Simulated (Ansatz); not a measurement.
A nudged elastic band was laid between two geometries of CH4ClIn (7 atoms, charge 0, multiplicity 1).

Level of theory: RKS B3LYP/def2-SVP (Ansatz).

| Quantity | Value |
| --- | --- |
| movable images | 5 |
| climbing image | yes |
| spring | 5.0 eV/Å² |
| optimiser | quadratic models (default) |
| start path | IDPP |
| force threshold | 0.05 eV/Å |
| iteration limit | 60 |
| end points | relaxed |

First end point:

```xyz
7
Properties=species:S:1:pos:R:3
C -0.962 0.419 -0.297
In 1.061 -0.259 0.079
Cl 1.190 -1.848 1.867
H -1.155 0.465 -1.378
H -1.670 -0.269 0.186
H -1.085 1.426 0.130
H 2.621 0.067 -0.587
```

Last end point:

```xyz
7
Properties=species:S:1:pos:R:3
C -0.943 0.547 0.030
In 1.057 -0.288 0.011
Cl 1.074 -2.649 -0.388
H -1.637 -0.167 -0.432
H -1.244 0.726 1.073
H -0.963 1.502 -0.515
H 2.657 0.329 0.222
```

Question: Which bonds break or form, and what moves?

Answer: No bond is made or broken. The dihedral H4–C1–In2–Cl3 goes from -137 to -16°. The two ends are copies of one structure, up to a mirror image or an exchange of like atoms.

Question: What energy profile does the band end with?

Answer: The forces met the threshold. The highest image is number 1 of 0 to 6, 0.0 kJ/mol above the ends, which have the same energy within 2 meV. The top lies less than 8 meV above the higher end, about what the thresholds resolve: that end is a shoulder or a very shallow well. A vibrational analysis at the climbing image gives no mode beyond 40i cm⁻¹: the surface is too flat there to confirm a saddle point.

| image | path coordinate (Å) | energy (kJ/mol) | dihedral H4–C1–In2–Cl3 (°) |
| --- | --- | --- | --- |
| 0 | 0.00 | 0.0 | -137 |
| 1 | 0.50 | 0.0 | -117 |
| 2 | 1.01 | 0.0 | -97 |
| 3 | 1.51 | 0.0 | -76 |
| 4 | 2.02 | 0.0 | -56 |
| 5 | 2.52 | 0.0 | -36 |
| 6 | 3.03 | 0.0 | -16 |

Question: What is the geometry of the highest image?

Answer: 
```xyz
7
Properties=species:S:1:pos:R:3
C -0.957 0.462 -0.243
In 1.061 -0.261 0.079
Cl 1.156 -2.168 1.523
H -1.215 0.369 -1.309
H -1.658 -0.131 0.361
H -1.022 1.522 0.046
H 2.635 0.208 -0.457
```

The band took 4 iterations and roughly 90 core-seconds.

Run time: 90 s on 1 thread of Arm Neoverse V1, on a shared host, peak memory 0.16 GiB.
